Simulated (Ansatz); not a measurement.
Consider the redistribution: `CC[SiH](O)[SiH3]` + `C[Se]BF` → `C[Se]B[SiH3]` + `CC[SiH](O)F`.

Isolated molecules relaxed with PBE0-D4/def2-TZVP in Ansatz; ΔE leaves out vibrations. CCSD(T)/CBS adds triple-zeta CCSD(T) − MP2 to the extrapolated MP2 energy (def2 sets, frozen cores). DFT in def2-TZVPP. For Se outer-core shells are correlated without core-valence functions, which leaves a few kJ/mol of doubt a bond. Scalar relativity is left out up to krypton. One conformer a species, not always the lowest.

CCSD(T)/CBS gives -41.8 kJ/mol.

(1) Another level gave -26.3 kJ/mol. Which?
A. ωB97X-V/def2-TZVPP
B. MP2/def2-TZVPP
C. HF/def2-TZVPP
D. PBE/def2-TZVPP

Largest T1 diagnostic among the species: 0.014.

Answers

(1) D. PBE -26.3, ωB97X-V -32.4, HF/def2-TZVPP -37.5, MP2/def2-TZVPP -41.7 kJ/mol.

From PBE to PBE0 (25 % exact exchange), in def2-TZVPP and without D4, ΔE moves by −3.3 kJ/mol.
